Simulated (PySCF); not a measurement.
C₄H₁₄NPSi₂.
Z-matrix (Å and degrees, PBE0-D3(BJ)/def2-SVP geometry), rows numbered from 1:
```
C 
C   1  1.3370
P   2  1.8169  1  127.42
C   3  1.8516  2  102.03  1    26.43
C   4  1.5214  3  111.74  2   170.09
N   3  1.7447  2  101.86  1   132.38
Si  6  1.7568  3  113.53  2   130.72
Si  6  1.7589  3  124.33  2   -53.78
H   1  1.0942  2  120.95  3   174.03
H   1  1.0942  2  122.59  3    -5.68
H   2  1.0982  1  119.16  3  -173.58
H   4  1.1033  3  106.34  2   -69.35
H   4  1.1044  3  109.89  2    45.83
H   5  1.1005  4  111.12  3   178.76
H   5  1.1010  4  111.36  3    58.39
H   5  1.1008  4  111.12  3   -61.37
H   7  1.4938  6  111.75  3   -62.75
H   7  1.4958  6  106.94  3   177.67
H   7  1.4950  6  111.53  3    58.75
H   8  1.4913  6  108.84  3    21.84
H   8  1.4938  6  109.80  3   141.85
H   8  1.4978  6  112.08  3   -98.24
```

Level: PBE0/pcSseg-1 in PySCF, non-relativistic, on one gas-phase PBE0-D3(BJ)/def2-SVP geometry that isn't relaxed in the solvent. The solvent is an IEF-PCM continuum (cavity from Bondi-type radii × 1.2). Specific hydrogen bonds and non-electrostatic terms are outside this model.

```csv
run,E − E(gas) (kcal/mol),HOMO (eV),HOMO–LUMO gap (eV),dipole (D)
gas,0.00,-6.58,5.91,1.37
P,-2.70,-6.60,6.00,1.94
Q,-1.84,-6.57,5.97,1.74
```

Problem. The runs were made in chloroform and water. Which run belongs to which solvent?

Solution. P = water, Q = chloroform. The dielectric constants are 4.711 (chloroform), 78.36 (water), and the energy falls further as ε rises. In this model the ground state sees the solvent through ε alone.

Problem. How constant is the ratio of the lowering to (ε − 1)/(2ε + 1)?

Solution. 
| solvent | (ε − 1)/(2ε + 1) | E − E(gas) (kcal/mol) | ratio (kcal/mol) | polarisation term (kcal/mol) |
| --- | --- | --- | --- | --- |
| chloroform | 0.356 | -1.84 | -5.2 | -2.00 |
| water | 0.490 | -2.70 | -5.5 | -3.08 |

The ratio changes by +6.7 % in size from chloroform to water. The polarisation term is half the interaction of the solute with the induced surface charges.
